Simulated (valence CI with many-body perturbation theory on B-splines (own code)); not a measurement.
**Hyperfine factors and g values of Ca¹³⁺**

Computed by relativistic CI+MBPT: five valence electrons over a frozen Dirac-Fock core [He], radial functions for each j: 9 s, 9 p, 8 d, 6 f, 3 g, 1 h, with the one-electron correlation potential Σ1, the two-electron term Σ2, the three-electron term Σ3, Breit, model QED; selected CI, second order for the rest (own B-spline code, finite nucleus).

No measured levels were compared; by estimate levels of excited configurations hold to 0.05 to 0.15 % of their energy, terms of the ground configuration to about 0.5 %. Among the levels kept, up to 1900 cm⁻¹ of a level comes from second order outside the variational space, and about a tenth of that is noise between levels of different J, which matters for small intervals.

A/g_I is the dipole constant over the nuclear g factor μ/I (μ in nuclear magnetons, uniformly magnetised nucleus), B/Q the quadrupole constant per barn. Both hold the static response of the core; the bare values leave it out. Large factors of s and p1/2 electrons are usually good to 5 to 10 %; those of open d and f shells near neutrality can be off by tens of per cent, and small factors of p3/2, d and f electrons come from cancelling terms and can be off by a factor of two or in sign, in half-filled shells by more. B is blank for J = 1/2, where it vanishes, and for nearly pure S terms. Energies count from the lowest level.

Names give the largest LS component (configuration and term), which can be under half, so a name can repeat, a term be missing and a line seem to break the LS rules; names also repeat where a configuration has a term twice. Letters in brackets count levels of one name in rising energy.

| Level | E (eV) | g | A/g_I (MHz) | A/g_I bare | B/Q (MHz/b) | B/Q bare |
| --- | --- | --- | --- | --- | --- | --- |
| 2s2.2p3 4S°_3/2 | 0.00 | 1.987 | 296 | 2680 |  |  |
| 2s2.2p3 2D°_3/2 | 13.18 | 0.863 | 12200 | 12000 | 16900 | 17000 |
| 2s2.2p3 2D°_5/2 | 14.12 | 1.198 | 20600 | 21000 | -247 | -249 |
| 2s2.2p3 2P°_1/2 | 21.43 | 0.663 | 58400 | 57200 |  |  |
| 2s2.2p3 2P°_3/2 | 22.79 | 1.280 | 11500 | 12300 | -17400 | -17500 |
| 2s.2p4 4P_5/2 | 63.97 | 1.597 | 47100 | 47100 | 20100 | 20200 |
| 2s.2p4 4P_3/2 | 66.46 | 1.731 | 42700 | 42900 | -16200 | -16300 |
| 2s.2p4 4P_1/2 | 67.61 | 2.662 | 93200 | 93300 |  |  |
| 2s.2p4 2D_3/2 | 88.20 | 0.804 | -14000 | -12600 | -28200 | -28400 |
| 2s.2p4 2D_5/2 | 88.41 | 1.201 | 55800 | 54500 | -40500 | -40700 |
| 2s.2p4 2S_1/2 | 102.40 | 1.867 | 169000 | 163000 |  |  |
| 2s.2p4 2P_3/2 | 106.52 | 1.327 | -3560 | -1480 | 19800 | 20000 |
| 2s.2p4 2P_1/2 | 109.91 | 0.803 | 56100 | 53100 |  |  |
| 2p5 2P°_3/2 | 167.22 | 1.332 | 9480 | 10900 | -19600 | -19700 |
| 2p5 2P°_1/2 | 171.22 | 0.663 | 58700 | 56900 |  |  |
| 2s2.2p2.3s 4P_1/2 | 466.31 | 2.573 | 31300 | 32200 |  |  |
| 2s2.2p2.3s 4P_3/2 | 468.19 | 1.722 | 12700 | 13500 | 16100 | 16100 |
| 2s2.2p2.3s 4P_5/2 | 470.25 | 1.583 | 22400 | 23100 | -18900 | -19000 |
| 2s2.2p2.3s 2P_1/2 | 471.35 | 0.765 | 520 | 634 |  |  |
| 2s2.2p2.3s 2P_3/2 | 473.73 | 1.291 | 14300 | 15600 | -16200 | -16300 |
| 2s2.2p2.3s 2D_5/2 | 480.43 | 1.215 | 25500 | 25300 | 39700 | 39900 |
| 2s2.2p2.3s 2D_3/2 | 480.65 | 0.849 | 12400 | 12800 | 25300 | 25500 |
| 2s2.2p2.3p 2S°_1/2 | 483.60 | 1.341 | 9890 | 11200 |  |  |
| 2s2.2p2.3p 4D°_1/2 | 485.05 | 0.722 | 2110 | 2210 |  |  |
| 2s2.2p2.3p 4D°_3/2 | 485.48 | 1.257 | 4770 | 5220 | 7090 | 7130 |
| 2s2.2p2.3p 4D°_5/2 | 487.20 | 1.385 | 4300 | 5040 | 9330 | 9380 |
| 2s2.2p2.3p 4P°_3/2 | 487.93 | 1.542 | 10200 | 11200 | -10700 | -10800 |
| 2s2.2p2.3p 4P°_1/2 | 488.15 | 2.533 | -11600 | -8770 |  |  |
| 2s2.2p2.3p 4D°_7/2 | 489.12 | 1.418 | 10500 | 11200 | -13900 | -14000 |
| 2s2.2p2.3p 4P°_5/2 | 489.20 | 1.480 | 11800 | 12700 | -5470 | -5490 |
| 2s2.2p2.3p 2D°_3/2 [a] | 490.09 | 0.948 | 17900 | 17700 | -8780 | -8840 |
| 2s2.2p2.3s 2S_1/2 | 491.71 | 1.997 | 48700 | 47400 |  |  |
| 2s2.2p2.3p 4S°_3/2 | 492.37 | 1.942 | 11800 | 13400 | 256 | 258 |
| 2s2.2p2.3p 2D°_5/2 [a] | 492.97 | 1.273 | 12200 | 12800 | -4070 | -4090 |
| 2s2.2p2.3p 2P°_3/2 [a] | 494.06 | 1.347 | 10900 | 11800 | 6710 | 6760 |
| 2s2.2p2.3p 2P°_1/2 [a] | 494.47 | 0.727 | 22900 | 22400 |  |  |
| 2s2.2p2.3p 2F°_5/2 | 499.29 | 0.891 | 17300 | 17200 | 33600 | 33800 |
| 2s2.2p2.3p 2F°_7/2 | 500.06 | 1.152 | 12500 | 12700 | 45300 | 45500 |
| 2s.2p3.3s 6S°_5/2 | 500.50 | 1.997 | 48000 | 48400 |  |  |
| 2s2.2p2.3p 2D°_3/2 [b] | 502.88 | 0.885 | 14800 | 14800 | 18900 | 19000 |

Problem. Take the isotope of mass number 41, with I = 7/2, μ = -1.59443 μN and Q = -0.0665 b. What is the hyperfine structure of 2s.2p4 4P_5/2?

Solution. From the table A = -21500 MHz, B = -1340 MHz. Shifts from the centre of gravity in MHz: F = 1: 241000, F = 2: 199000, F = 3: 134000, F = 4: 48800, F = 5: -58800, F = 6: -188000.
